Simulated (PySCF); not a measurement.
**Bonding in `C=CCP(CCC)NC`**

Species: C7H16NP.
Atom-mapped SMILES: `[CH2:1]=[CH:2][CH2:3][P:4]([CH2:5][CH2:6][CH3:7])[NH:8][CH3:9]` (hydrogens: H10, H11 on C1; H12 on C2; H13, H14 on C3; H15, H16 on C5; H17, H18 on C6; H19, H20, H21 on C7; H22 on N8; H23, H24, H25 on C9)

Structure used (GFN2-xTB), in Å, numbered top down from 1:
```xyz
25
C7H16NP angstrom
C     -3.4779   -1.3157   -0.5839
C     -2.4367   -1.5218    0.2045
C     -1.0236   -1.2942   -0.1947
P     -0.3481    0.2181    0.6825
C      1.3051    0.3080   -0.1816
C      2.3168   -0.6821    0.3823
C      3.6879   -0.5012   -0.2582
N     -1.1593    1.3452   -0.3489
C     -1.0896    2.7499    0.0262
H     -3.3586   -0.9945   -1.6066
H     -4.4890   -1.4735   -0.2488
H     -2.5843   -1.8473    1.2267
H     -0.4038   -2.1412    0.1082
H     -0.9326   -1.1303   -1.2714
H      1.1535    0.1566   -1.2538
H      1.6807    1.3256   -0.0379
H      2.3949   -0.5390    1.4630
H      1.9713   -1.7042    0.2096
H      4.0665    0.5017   -0.0719
H      4.3987   -1.2175    0.1474
H      3.6271   -0.6492   -1.3347
H     -2.1337    1.0634   -0.4379
H     -0.0486    3.0164    0.2029
H     -1.6644    2.9998    0.9240
H     -1.4632    3.3512   -0.8041
```

Bond orders from the PBE0/pcSseg-1 density (PySCF). The structure is a single GFN2-xTB conformer in the gas phase; no vibrational or solvent corrections.

Problem. Where do the orders between heavy atoms depart from those drawn in the SMILES?

Solution. The largest departure is 0.119, at P4–N8 (drawn single, 0.881).

Problem. Set the Mayer orders of the bonds between heavy atoms beside their lengths.

Solution. 
| bond | drawn as | length (Å) | Mayer order |
| --- | --- | --- | --- |
| C1–C2 | double | 1.322 | 1.956 |
| C2–C3 | single | 1.486 | 1.046 |
| C3–P4 | single | 1.874 | 0.931 |
| P4–C5 | single | 1.868 | 0.945 |
| C5–C6 | single | 1.524 | 1.014 |
| C6–C7 | single | 1.524 | 1.063 |
| P4–N8 | single | 1.730 | 0.881 |
| N8–C9 | single | 1.456 | 0.981 |

Bonds between the same two heavy elements. C–C: lowest C5–C6 (1.014, 1.524 Å), highest C1–C2 (1.956, 1.322 Å). C–P: all 2 within 0.02 of one another (0.931 to 0.945).

Problem. And the bonds to hydrogen?

Solution. C–H: 0.93 to 0.97 (15 bonds); H–N: 0.92 (1 bond).

Problem. Sum the orders of all bonds at each heavy atom with more than one neighbour and set the sums beside the valence in the SMILES.

Solution. C1 3.863 (drawn 4), C2 3.957 (drawn 4), C3 3.834 (drawn 4), P4 2.757 (drawn 3), C5 3.830 (drawn 4), C6 3.971 (drawn 4), C7 3.967 (drawn 4), N8 2.777 (drawn 3), C9 3.876 (drawn 4). Orders between atoms that aren't bonded are not in these sums.

Mayer orders depend on the basis set.

The run behind these numbers computed NMR shieldings as well. Hardware: one thread, Arm Neoverse V1 (aarch64), shared host with 32 logical CPUs at a one-minute load of 12. Cost: 70 s of wall time (grids of density and orbitals included), 1.2 GiB resident at most.
